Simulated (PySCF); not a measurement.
Ligands exchanged one at a time, In C2H5-I. Gas-phase values, no solvent. One relaxed conformer stands for each flexible species; it need not be the lowest. Strings in code marks are SMILES.

The HOMO from two functionals at the same geometries (CAM-B3LYP-D3(BJ)/def2-SVP), both in PySCF: PBE-D3(BJ)/def2-TZVP and CAM-B3LYP-D3(BJ)/def2-TZVP. 

| species | CAM-B3LYP-D3(BJ)/def2-TZVP (eV) |
|---|---|
| 0 of 3 C2H5 replaced by I (`C[CH2][In]([CH2]C)[CH2]C`) | -7.73 |
| 1 of 3 C2H5 replaced by I | -8.02 |
| 2 of 3 C2H5 replaced by I (`[I][In]([I])[CH2]C` (C–C–In–I torsion 179°)) | -8.63 |
| 3 of 3 C2H5 replaced by I | -9.08 |

Problem. What does PBE-D3(BJ)/def2-TZVP give for each?

Solution. 
- 0 of 3 C2H5 replaced by I (`C[CH2][In]([CH2]C)[CH2]C`): -5.33
- 1 of 3 C2H5 replaced by I: -5.71
- 2 of 3 C2H5 replaced by I (`[I][In]([I])[CH2]C` (C–C–In–I torsion 179°)): -6.30
- 3 of 3 C2H5 replaced by I: -6.71
Over these rows, drawn at random from the members with no instability flagged (it was tested for open shells, ions and some series alone), PBE minus CAM-B3LYP-D3(BJ): mean +2.35 eV, from +2.31 eV to +2.40 eV.
